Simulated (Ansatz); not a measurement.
## Ligand exchange: SiH2Br2 + SnH(CH3)2(SiH3) → SiH(SiH3)Br2 + SnH2(CH3)2

Species: SiH2Br2 `Br[SiH2]Br`, singlet; SnH(CH3)2(SiH3), singlet; SiH(SiH3)Br2, singlet; SnH2(CH3)2, singlet. The partners trade H for SiH3: Si–H and Sn–SiH3 bonds give way to Si–SiH3 and Sn–H.

Shapes, held fixed at every level: PBE0-D4/def2-TZVP. Programs: Ansatz 0.2.0. Electronic energies: no zero-point or thermal term.

Task: Estimate ΔE of this reaction.

Result: The highest level, CCSD(T)/def2-TZVPP, gives ΔE = +21.6 kJ/mol; the levels span +16.9 to +25.8. The column of differences is taken from that level and isn't an error. No measured value is set beside it here. For atoms past krypton def2 sets carry core potentials with scalar relativity. Relativity is left out for Br. Outer-core shells of Br, Sn are correlated, in sets that cover them unevenly.

```csv
level,kind,ΔE (kJ/mol),less CCSD(T)/def2-TZVPP
HF/def2-TZVPP,Hartree–Fock,+23.3,+1.7
PBE-D4/def2-TZVPP,GGA,+16.9,-4.7
PBE0-D4/def2-TZVPP,global hybrid,+18.5,-3.1
wB97M-V/def2-TZVPP,range-separated hybrid,+22.2,+0.6
wB97X-V/def2-TZVPP,range-separated hybrid,+19.0,-2.6
MP2/def2-TZVPP,perturbation theory,+25.8,+4.2
CCSD(T)/def2-TZVPP,coupled cluster or CI,+21.6,0.0
```
